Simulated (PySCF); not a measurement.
BF2H3Si.

```xyz
7

B     -0.4469     0.1871    -0.3321
F     -1.5944    -0.4663    -0.4596
F     -0.3434     1.3189    -1.0189
Si     1.0875    -0.4793     0.8305
H      1.4695     0.5801     1.8061
H      2.2690    -0.7638    -0.0325
H      0.7110    -1.7154     1.5669
```
Charge 0, spin multiplicity 1.

Coordinates come from a TPSSh-D3(BJ)/def2-SVP optimisation.

Computed with PySCF with B3LYP/pcSseg-1. Non-relativistic, no solvent.

Computed absolute GIAO shielding of each atom: isotropic value and principal components (ppm):
```
atom  σ(iso)    σ11    σ22    σ33   span
----  ------  -----  -----  -----  -----
B1      65.7   37.8   79.0   80.3   42.5
F2     180.6  -43.7  260.5  325.0  368.7
F3     184.7  -39.5  260.1  333.5  373.0
Si4    455.7  440.5  451.9  474.6   34.1
H5      28.0   25.2   26.1   32.9    7.7
H6      28.0   25.3   26.0   32.8    7.5
H7      28.2   25.0   26.3   33.3    8.2
```
